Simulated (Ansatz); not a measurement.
`CC1(F)BO1` and `CC1([SiH3])BO1` differ in one atom or group.

Ansatz, PBE0-D4/def2-TZVP geometries, multiplicity 1. 

```json
{"property": "HOMO–LUMO gap (PBE/def2-TZVPP) / eV", "`CC1(F)BO1`": "4.74"}
{"property": "HOMO–LUMO gap (ωB97M-V/def2-TZVPP) / eV", "`CC1(F)BO1`": "11.47"}
{"property": "HOMO energy (PBE/def2-TZVPP) / eV", "`CC1(F)BO1`": "-6.58"}
{"property": "HOMO–LUMO gap (PBE0/def2-TZVPP) / eV", "`CC1(F)BO1`": "7.20"}
{"property": "LUMO energy (B3LYP/def2-TZVPP) / eV", "`CC1(F)BO1`": "-1.09"}
{"property": "HOMO energy (ωB97M-V/def2-TZVPP) / eV", "`CC1(F)BO1`": "-10.34"}
```

What does the change do to each property? (Estimate.)

Ansatz gave: 
| property | `CC1([SiH3])BO1` | shift |
| --- | --- | --- |
| HOMO–LUMO gap (PBE/def2-TZVPP) / eV | 4.91 | 0.17 |
| HOMO–LUMO gap (ωB97M-V/def2-TZVPP) / eV | 11.32 | -0.15 |
| HOMO energy (PBE/def2-TZVPP) / eV | -6.50 | 0.08 |
| HOMO–LUMO gap (PBE0/def2-TZVPP) / eV | 7.17 | -0.03 |
| LUMO energy (B3LYP/def2-TZVPP) / eV | -0.83 | 0.26 |
| HOMO energy (ωB97M-V/def2-TZVPP) / eV | -10.02 | 0.32 |

B3LYP here is the variant with VWN-RPA as its local correlation; programs differ in this.
